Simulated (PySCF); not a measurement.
H₄OSe₂Si.

```xyz
8

Se    -0.4235     0.3513     0.8581
Se     1.1397     1.0468    -0.6802
H      2.3323     0.8751     0.1759
O     -0.4396    -1.4514     0.6578
Si    -1.3190    -2.1271    -0.6123
H     -2.7646    -1.7679    -0.5024
H     -1.1386    -3.5996    -0.4851
H     -0.7955    -1.6534    -1.9280
```

Coordinates come from a PBE0-D3(BJ)/def2-SVP optimisation. The values are those of a single conformer.

These are KT2/pcSseg-1 run with PySCF values and carry that method's errors. Non-relativistic, no solvent.

Give the absolute GIAO shielding of each atom: isotropic value and principal components (ppm). (Estimate from the structure and the level; the computed values follow.)


```
atom  σ(iso)     σ11     σ22     σ33    span
----  ------  ------  ------  ------  ------
Se1    248.4  -712.2  -131.3  1588.8  2301.0
Se2   1444.0   779.3  1551.6  2001.0  1221.7
H3      26.1    17.1    22.6    38.6    21.5
O4     319.4   150.6   292.6   515.0   364.3
Si5    383.6   319.2   355.9   475.7   156.5
H6      26.4    23.1    24.6    31.6     8.6
H7      26.1    22.5    24.0    31.9     9.3
H8      26.2    22.1    26.2    30.2     8.1
```
